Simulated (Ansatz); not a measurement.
One change: `CO[Si](Cl)(OC)[Se]C` becomes `CO[SiH](Cl)OC`.

Ansatz, PBE0-D4/def2-TZVP geometries, multiplicity 1. Each molecule was computed in one conformer, which needn't be the lowest.

Scalar relativity is left out up to krypton.

```
                                        property  `CO[Si](Cl)(OC)[Se]C`
size of the dipole moment (B3LYP/def2-TZVPP) / D                   1.81
               LUMO energy (PBE/def2-TZVPP) / eV                  -0.92
           HOMO–LUMO gap (B3LYP/def2-TZVPP) / eV                   6.24
              LUMO energy (PBE0/def2-TZVPP) / eV                  -0.02
             LUMO energy (B3LYP/def2-TZVPP) / eV                  -0.25
           HOMO energy (ωB97M-V/def2-TZVPP) / eV                  -8.90
```

(1) Give the same properties after the change, and the shifts. (Best estimate.)

Answers

(1) The calculation gave: 
| property | `CO[SiH](Cl)OC` | shift |
| --- | --- | --- |
| size of the dipole moment (B3LYP/def2-TZVPP) / D | 0.97 | -0.84 |
| LUMO energy (PBE/def2-TZVPP) / eV | 0.02 | 0.94 |
| HOMO–LUMO gap (B3LYP/def2-TZVPP) / eV | 8.96 | 2.72 |
| LUMO energy (PBE0/def2-TZVPP) / eV | 0.88 | 0.90 |
| LUMO energy (B3LYP/def2-TZVPP) / eV | 0.63 | 0.88 |
| HOMO energy (ωB97M-V/def2-TZVPP) / eV | -10.98 | -2.08 |

With PBE0 the HOMO falls by 1.84 eV and the LUMO rises by 0.90 eV, so the gap widens by about 2.74 eV. PBE moves the HOMO by -1.40 eV and ωB97M-V by -2.08 eV. Dipoles are sizes alone; their direction can turn.

B3LYP here is the variant with VWN-RPA as its local correlation; programs differ in this.

Spin–orbit coupling is left out; it splits and shifts lone-pair levels of the heavy atoms by tenths of an eV.
